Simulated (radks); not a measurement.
The numbers below are computed, except where a source is named.
Problem. The bismuth anion Bi3-, [Rn], held by a Watson sphere: a shell of charge +3 at radius R that stands for the Madelung well of a crystal (potential energy -3/R inside, -3/r outside, in hartree with lengths in bohr). Code: a radial shooting solver on a logarithmic mesh with Libxc functionals. Model: scalar-relativistic Kohn-Sham, PBE, spin-unpolarised, spherical densities, finite nucleus; Fermi nuclear charge, rms radius of each element as measured or else 0.836 A^(1/3) + 0.57 fm. Response by self-consistent Sternheimer equations with the Hartree and adiabatic LDA kernel, the relativistic mass of each level held fixed and spin-orbit coupling left out. The sphere does not respond.

| R (bohr) | e(5d) (eV) | e(6s) (eV) | e(6p) (eV) | <r> 6p (bohr) | sum of <r^2> (bohr^2) | X-ray form factor at sin(theta)/lambda = 0.3 1/angstrom | alpha (bohr^3) |
|---|---|---|---|---|---|---|---|
| 4.21 | -24.641 | -12.877 | -4.576 | 3.525 | 131.3 | 62.394 | 145.4 |
| 4.61 | -24.371 | -12.405 | -4.122 | 3.681 | 139.9 | 62.406 | 184.2 |
| 5.64 | -23.912 | -11.622 | -3.197 | 4.063 | 163.4 | 62.415 | 327.8 |
| 5.82 | -23.854 | -11.529 | -3.066 | 4.127 | 167.8 | 62.416 | 360.9 |
| 6.52 | -23.669 | -11.243 | -2.630 | 4.372 | 185.7 | 62.420 | 518.5 |

Estimate the row for R = 5.91 bohr.

Solution. e(5d) (eV) -23.827; e(6s) (eV) -11.485; e(6p) (eV) -3.004; <r> 6p (bohr) 4.159; sum of <r^2> (bohr^2) 170.0; X-ray form factor at sin(theta)/lambda = 0.3 1/angstrom 62.416; alpha (bohr^3) 378.4.
